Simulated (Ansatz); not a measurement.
Cs3Cl3. Total charge 0; triplet. Geometry PBE0-D4/def2-SVP, that of the neutral singlet; atoms count from 1.

Cartesian coordinates in Å:
```
Cs -0.349 2.952 -1.630
Cs 0.728 -1.710 -1.294
Cs -0.532 0.068 2.200
Cl -1.949 0.331 -0.887
Cl 1.761 1.265 0.008
Cl 0.341 -2.906 1.602
```

In the def2 sets Cs takes a core potential; there is no spin–orbit coupling. At PBE0-D4/def2-TZVP a singlet of charge 0 lies 5.03 eV below the triplet at the same geometry. The structure comes from a short search, and lower isomers may exist.

Question: Estimate the Mulliken populations from the PBE0/def2-TZVP orbitals of Ansatz.

Answer: 
```json
{"atom": "Cs1", "charge (e)": "0.33", "spin (α − β)": "0.56"}
{"atom": "Cs2", "charge (e)": "0.57", "spin (α − β)": "0.21"}
{"atom": "Cs3", "charge (e)": "0.58", "spin (α − β)": "0.21"}
{"atom": "Cl4", "charge (e)": "-0.49", "spin (α − β)": "0.34"}
{"atom": "Cl5", "charge (e)": "-0.49", "spin (α − β)": "0.34"}
{"atom": "Cl6", "charge (e)": "-0.51", "spin (α − β)": "0.33"}
```
Mulliken values and Mayer orders depend strongly on the basis.

Question: Where does the spin sit?

Answer: Summed by element: Cs 0.98, Cl 1.02, of 2 unpaired in all. Largest on single atoms: Cs1 0.56, Cl4 0.34, Cl5 0.34.
